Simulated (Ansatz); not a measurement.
`CC[BH][AlH2]`, relaxed with RKS PBE0-D4/def2-TZVP in the Gaussian-basis code of Ansatz from a PBE-D4/def2-SVP geometry. The force threshold is 0.005 eV/Å; the program also tests the step.

Charge 0, multiplicity 1.

Start:

```xyz
12

C     1.124    0.314    1.058
C    -0.425    0.300    1.031
B    -0.944   -0.670   -0.095
Al   -0.501   -0.314   -2.198
H     1.551    0.640    0.085
H     1.504    1.008    1.837
H     1.541   -0.689    1.285
H    -0.764    1.336    0.787
H    -0.818    0.060    2.041
H    -1.585   -1.665    0.223
H     0.347    0.969   -2.689
H    -1.029   -1.288   -3.366
```

Task: How much energy does the relaxation release, and in how many steps? (Best estimate.)

Result: The calculation gave: 23.92 kJ/mol, in 29 steps.

Task: Which bonds change most? (Estimate.)

Result: Computed: B3–Al4 from 2.179 to 2.131 Å; C1–C2 from 1.549 to 1.523 Å; B3–H10 from 1.225 to 1.207 Å; Al4–H11 from 1.614 to 1.597 Å.

Task: Give the relaxed structure. (An estimate is asked.)

Result: Ansatz gave: 
```xyz
12

C     1.171    0.329    0.957
C    -0.332    0.130    1.098
B    -1.157   -0.280   -0.159
Al   -0.413   -0.402   -2.152
H     1.399    1.074    0.188
H     1.639    0.668    1.885
H     1.664   -0.604    0.667
H    -0.816    1.068    1.427
H    -0.566   -0.560    1.920
H    -2.323   -0.514    0.048
H    -0.407    0.865   -3.124
H     0.140   -1.773   -2.755
```
